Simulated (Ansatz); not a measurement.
Calculated with Ansatz (gas phase, PBE0-D4/def2-TZVP geometries, no zero-point term in ΔE). CBS: MP2 limit from def2 TZ/QZ plus the TZ coupled-cluster correction, frozen cores. One conformer a species, not always the lowest.

Consider the ligand exchange at the Si–N bond: `N[Si@H](F)N[Si@H](N)F` + `N[SiH](O)S` → `N[Si@H](F)S[Si@@H](N)O` + `N[SiH](N)F`.

`N[Si@H](F)N[Si@H](N)F`:

```xyz
14

N    -0.416    0.025    1.892
Si   -0.112   -1.305    0.856
F     1.413   -1.674    1.155
N    -0.414   -0.845   -0.756
Si    0.096    0.542   -1.639
N     0.789    1.617   -0.544
F    -1.210    1.091   -2.391
H    -1.334    0.441    1.889
H    -0.034    0.008    2.826
H    -0.883   -2.545    1.106
H    -0.953   -1.517   -1.285
H     1.030    0.255   -2.748
H     1.459    2.319   -0.801
H     0.568    1.588    0.440
```

`N[SiH](O)S`:

```xyz
9

N     1.322    0.291   -0.475
Si   -0.186   -0.313    0.012
O    -1.263   -0.389   -1.228
S    -1.074    1.003    1.443
H     1.994   -0.309   -0.925
H     1.429    1.253   -0.749
H     0.052   -1.661    0.583
H    -2.155   -0.676   -1.025
H    -0.117    0.802    2.363
```

`N[Si@H](F)S[Si@@H](N)O`:

Cartesian coordinates in Å:
```
N -1.136 2.568 0.908
Si -0.019 1.425 0.352
O 0.341 0.366 1.530
S -0.853 0.311 -1.336
Si 0.387 -1.378 -1.370
N 0.359 -2.154 0.175
F 1.933 -1.037 -1.575
H -1.125 3.514 0.568
H -2.016 2.314 1.324
H 1.144 2.182 -0.160
H 0.462 -0.560 1.243
H -0.019 -2.216 -2.519
H -0.535 -2.493 0.503
H 1.078 -2.842 0.356
```

`N[SiH](N)F`:

```xyz
9

N     0.417   -0.492   -1.289
Si   -0.458    0.300   -0.067
N     0.289   -0.044    1.414
F    -0.450    1.837   -0.527
H     0.375   -0.177   -2.243
H     0.645   -1.468   -1.218
H    -1.893   -0.023    0.111
H    -0.210    0.037    2.283
H     1.286    0.031    1.535
```

| species | HF/def2-QZVPP energy (Eh) |
| --- | --- |
| `N[Si@H](F)N[Si@H](N)F` | -944.69347 |
| `N[SiH](O)S` | -818.92371 |
| `N[Si@H](F)S[Si@@H](N)O` | -1263.15069 |
| `N[SiH](N)F` | -500.45962 |

Work out ΔE.

ΔE = (-1263.15069) + (-500.45962) − (-944.69347) − (-818.92371) = 0.00687 Eh = +18.0 kJ/mol. CCSD(T)/CBS gives -1.0 kJ/mol.

Largest T1 diagnostic among the species: 0.012.

In def2-TZVPP, CCSD(T) changes the Hartree–Fock value by −14.5 kJ/mol (the triples alone add −4.0 kJ/mol) and MP2 by −19.5 kJ/mol. From PBE to PBE0 (25 % exact exchange), in def2-TZVPP and without D4, ΔE moves by +4.8 kJ/mol.
